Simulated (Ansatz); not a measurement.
Ansatz (a first-principles code) input:
A basis named .json is the Basis Set Exchange file of that set.

Ansatz 0.2 input:
```yaml
crystal:
  periodic: [false, false, false]
  atoms:
    - {symbol: Si, position_ang: [-0.56981430, -0.02181329, 0.08145698]}
    - {symbol: N, position_ang: [1.12697520, 0.05923931, -0.21112593]}
    - {symbol: H, position_ang: [-1.13323203, 1.33097718, -0.13339325]}
    - {symbol: H, position_ang: [-1.15113505, -0.98739093, -0.87946352]}
    - {symbol: H, position_ang: [-0.97257916, -0.45818568, 1.44712261]}
    - {symbol: H, position_ang: [1.67885888, 0.79243351, 0.20576627]}
    - {symbol: H, position_ang: [1.66666114, -0.78712318, -0.30254830]}
basis:
  gaussian:
    orbitals: aug-cc-pV_D+d_Z.json
magnetization: {spin_polarized: false}
correlation: {method: ccsd_t, electrons: outside_noble_gas}
output: {forces: true}
```

Question: Predict the final energy.

Answer: -346.66678 Eh (CCSD(T)/aug-cc-pV(D+d)Z). The basis has 100 functions.
